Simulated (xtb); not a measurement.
CH8Si2, charge -1, doublet, from a rough starting geometry (a state made from the parent by changing its charge; the spin is typed, not shown lowest); GFN2-xTB in xtb.

Here is a job for xtb.
```
$ xtb mol.xyz --gfn 2 --chrg -1 --uhf 1 --opt vtight --json

# file mol.xyz
11

Si     1.45202062     0.75220336    -0.00066240
C      0.28783422    -0.65264933    -0.14841884
Si    -1.57650166    -0.20845827     0.10081787
H      2.78891947     0.21166945    -0.13554883
H      1.11771818     1.71647171    -1.02707003
H      1.23512991     1.31506257     1.33877958
H      0.51272406    -1.43477764     0.59953586
H      0.35600089    -1.21939864    -1.11068531
H     -2.01897674     0.70233524    -0.97791815
H     -1.80630499     0.31575524     1.43222562
H     -2.43616792    -1.44814524    -0.00948024
```

Output, abridged:

```
   ID    Z sym.   atoms
    1   14 Si     1, 3
    2    6 C      2
    3    1 H      4-11

           -------------------------------------------------
          |                Calculation Setup                |
           -------------------------------------------------

           -------------------------------------------------
          |                 G F N 2 - x T B                 |
           -------------------------------------------------

          ...................................................
          :                      SETUP                      :
          :.................................................:
          :  # basis functions                  32          :
          :  # atomic orbitals                  30          :
          :  # shells                           16          :
          :  # electrons                        21          :
          :  max. iterations                   250          :
          :  Hamiltonian                  GFN2-xTB          :
          :  restarted?                      false          :
          :  GBSA solvation                  false          :
          :  PC potential                    false          :
          :  electronic temp.          300.0000000     K    :
          :  accuracy                    1.0000000          :
          :  -> integral cutoff          0.2500000E+02      :
          :  -> integral neglect         0.1000000E-07      :
          :  -> SCF convergence          0.1000000E-05 Eh   :
          :  -> wf. convergence          0.1000000E-03 e    :
          :  Broyden damping             0.4000000          :
          :  net charge                         -1          :
          :  unpaired electrons                  1          :
          ...................................................

 iter      E             dE          RMSdq      gap      omega  full diag
   1     -9.7493201 -0.974932E+01  0.549E+00    0.55       0.0  T
   2     -9.8505685 -0.101248E+00  0.319E+00    0.58       1.0  T
   3     -9.8031672  0.474013E-01  0.397E+00    0.44       1.0  T
   4     -9.8547388 -0.515716E-01  0.146E+00    0.61       1.0  T
   5     -9.8571622 -0.242344E-02  0.552E-01    0.62       1.0  T
   6     -9.8573407 -0.178470E-03  0.454E-01    0.62       1.0  T
   7     -9.8575696 -0.228915E-03  0.204E-01    0.60       1.0  T
   8     -9.8576849 -0.115267E-03  0.536E-02    0.60       1.0  T
   9     -9.8576853 -0.433127E-06  0.196E-02    0.60       1.5  T
  10     -9.8576840  0.132054E-05  0.207E-02    0.60       1.5  T
  11     -9.8576852 -0.124848E-05  0.819E-03    0.60       3.7  T
  12     -9.8576854 -0.212309E-06  0.235E-03    0.60      12.8  T
  13     -9.8576855 -0.754527E-08  0.152E-03    0.60      19.8  T
  14     -9.8576855 -0.611159E-08  0.315E-04    0.60      95.7  T
  15     -9.8576855 -0.126015E-09  0.119E-04    0.60     253.9  T

   *** convergence criteria satisfied after 15 iterations ***

         :::::::::::::::::::::::::::::::::::::::::::::::::::::
         ::                     SUMMARY                     ::
         :::::::::::::::::::::::::::::::::::::::::::::::::::::
         :: total energy              -9.745756167864 Eh    ::
         :: gradient norm              0.073097158935 Eh/a0 ::
         :: HOMO-LUMO gap              0.602245702653 eV    ::
         ::.................................................::
         :: SCC energy                -9.857680341164 Eh    ::
         :: -> isotropic ES            0.107857146179 Eh    ::
         :: -> anisotropic ES          0.011017606123 Eh    ::
         :: -> anisotropic XC          0.006026219860 Eh    ::
         :: -> dispersion             -0.009423337577 Eh    ::
         :: repulsion energy           0.111924173300 Eh    ::
         :: add. restraining           0.000000000000 Eh    ::
         :: total charge              -1.000000000005 e     ::
         :::::::::::::::::::::::::::::::::::::::::::::::::::::

      -----------------------------------------------------------
     |                   =====================                   |
     |                        A N C O P T                        |
     |                   =====================                   |
     |               Approximate Normal Coordinate               |
     |                Rational Function Optimizer                |
      -----------------------------------------------------------
      -----------------------------------------------------------
     |                   =====================                   |
     |                        A N C O P T                        |
     |                   =====================                   |
     |               Approximate Normal Coordinate               |
     |                Rational Function Optimizer                |
      -----------------------------------------------------------

          ...................................................
          :                      SETUP                      :
          :.................................................:
          :   optimization level         verytight          :
          :   max. optcycles                   220          :
          :   ANC micro-cycles                  20          :
          :   degrees of freedom                27          :
          :.................................................:
          :   RF solver                   davidson          :
          :   write xtbopt.log                true          :
          :   linear?                        false          :
          :   energy convergence         0.1000000E-06 Eh   :
          :   grad. convergence          0.2000000E-03 Eh/α :
          :   maxmium RF displ.          1.0000000          :
          :   Hlow (freq-cutoff)         0.1000000E-01      :
          :   Hmax (freq-cutoff)         5.0000000          :
          :   S6 in model hess.         20.0000000          :
[...]
 * total energy  :    -9.7667260 Eh     change       -0.2301545E-03 Eh
 * total energy  :    -9.7669271 Eh     change       -0.2011267E-03 Eh
 * total energy  :    -9.7667930 Eh     change        0.1341646E-03 Eh
 * total energy  :    -9.7670838 Eh     change       -0.2908482E-03 Eh
 * total energy  :    -9.7671087 Eh     change       -0.2490575E-04 Eh
 * total energy  :    -9.7671286 Eh     change       -0.1988432E-04 Eh
 * total energy  :    -9.7671361 Eh     change       -0.7508621E-05 Eh
 * total energy  :    -9.7671382 Eh     change       -0.2107506E-05 Eh
 * total energy  :    -9.7671387 Eh     change       -0.5188059E-06 Eh
 * total energy  :    -9.7671392 Eh     change       -0.4962168E-06 Eh
 * total energy  :    -9.7671394 Eh     change       -0.1531286E-06 Eh
 * total energy  :    -9.7671395 Eh     change       -0.1265806E-06 Eh
 * total energy  :    -9.7671396 Eh     change       -0.9541760E-07 Eh
   *** GEOMETRY OPTIMIZATION CONVERGED AFTER 28 ITERATIONS ***
[...]
         :::::::::::::::::::::::::::::::::::::::::::::::::::::
         :: total energy              -9.767139619433 Eh    ::
         :: gradient norm              0.000047417761 Eh/a0 ::
         :: HOMO-LUMO gap              1.329614356734 eV    ::
         ::.................................................::
         :: SCC energy                -9.865205763367 Eh    ::
         :: -> isotropic ES            0.110132592007 Eh    ::
         :: -> anisotropic ES          0.014504239283 Eh    ::
         :: -> anisotropic XC         -0.000868948266 Eh    ::
         :: -> dispersion             -0.009686869420 Eh    ::
         :: repulsion energy           0.098066143934 Eh    ::
         :: add. restraining           0.000000000000 Eh    ::
         :: total charge              -1.000000000000 e     ::
         :::::::::::::::::::::::::::::::::::::::::::::::::::::

           -------------------------------------------------
          |                Property Printout                |
           -------------------------------------------------

    * Orbital Energies and Occupations

         #    Occupation            Energy/Eh            Energy/eV
      -------------------------------------------------------------
         1        2.0000           -0.5219030             -14.2017
         2        2.0000           -0.4532796             -12.3344
         3        2.0000           -0.3559064              -9.6847
         4        2.0000           -0.2840337              -7.7290
         5        2.0000           -0.2533044              -6.8928
         6        2.0000           -0.2521387              -6.8610
         7        2.0000           -0.2232785              -6.0757
         8        2.0000           -0.2209524              -6.0124
         9        2.0000           -0.1981324              -5.3915
        10        2.0000           -0.1745964              -4.7510
        11        1.0000           -0.0288375              -0.7847 (HOMO)
        12                          0.0200249               0.5449 (LUMO)
        13                          0.0306101               0.8329
        14                          0.0309351               0.8418
        15                          0.0782096               2.1282
        16                          0.1123173               3.0563
        17                          0.1294216               3.5217
        18                          0.1427929               3.8856
        19                          0.1654800               4.5029
        20                          0.1823726               4.9626
        21                          0.3645510               9.9199
        22                          0.3691962              10.0463
       ...                                ...                  ...
        30                          1.3262922              36.0902
      -------------------------------------------------------------
                  HL-Gap            0.0488624 Eh            1.3296 eV
             Fermi-level           -0.0530616 Eh           -1.4439 eV

     #   Z          covCN         q      C6AA      α(0)
     1  14 Si       3.760     0.258   103.113    19.433
     2   6 C        3.600    -0.213    25.421     7.293
     3  14 Si       3.815     0.373    99.983    19.129
     4   1 H        0.903    -0.252    15.678     6.195
     5   1 H        0.887    -0.212    11.840     5.386
     6   1 H        0.887    -0.212    11.837     5.385
     7   1 H        0.924    -0.078     4.838     3.440
     8   1 H        0.924    -0.078     4.839     3.440
     9   1 H        0.914    -0.187     9.918     4.926
    10   1 H        0.914    -0.188     9.928     4.928
    11   1 H        0.899    -0.211    11.695     5.351

 Mol. C6AA /au·bohr⁶  :       2485.160291
 Mol. C8AA /au·bohr⁸  :      79829.549832
 Mol. α(0) /au        :         84.905327

Wiberg/Mayer (AO) data.
largest (>0.10) Wiberg bond orders for each atom

 ---------------------------------------------------------------------------
     #   Z sym  total        # sym  WBO       # sym  WBO       # sym  WBO
 ---------------------------------------------------------------------------
     1  14 Si   3.562 --     4 H    0.844     6 H    0.843     5 H    0.843
                             2 C    0.780     3 Si   0.266
     2   6 C    3.919 --     8 H    1.006     7 H    1.006     3 Si   0.974
                             1 Si   0.780
     3  14 Si   3.895 --     2 C    0.974     9 H    0.872    10 H    0.872
                            11 H    0.858     1 Si   0.266
     4   1 H    0.936 --     1 Si   0.844
     5   1 H    0.953 --     1 Si   0.843
     6   1 H    0.953 --     1 Si   0.843
     7   1 H    0.994 --     2 C    1.006
     8   1 H    0.994 --     2 C    1.006
     9   1 H    0.965 --     3 Si   0.872
    10   1 H    0.965 --     3 Si   0.872
    11   1 H    0.955 --     3 Si   0.858
 ---------------------------------------------------------------------------

Topologies differ in total number of bonds
Writing topology from bond orders to xtbtopo.mol

molecular dipole:
                 x           y           z       tot (Debye)
 q only:       -0.631      -0.133       0.019
   full:       -0.767      -0.865      -0.086       2.945
molecular quadrupole (traceless):
                xx          xy          yy          xz          yz          zz
 q only:       -8.826      -4.513       5.357       0.196       0.658       3.469
  q+dip:      -10.637      -7.530       3.784       0.118       0.076       6.853
   full:       -9.628      -7.109       4.779      -0.056       0.533       4.849

optimized geometry written to: xtbopt.xyz

           -------------------------------------------------
          | TOTAL ENERGY               -9.767139619433 Eh   |
          | GRADIENT NORM               0.000047417761 Eh/α |
          | HOMO-LUMO GAP               1.329614356734 eV   |
           -------------------------------------------------
```
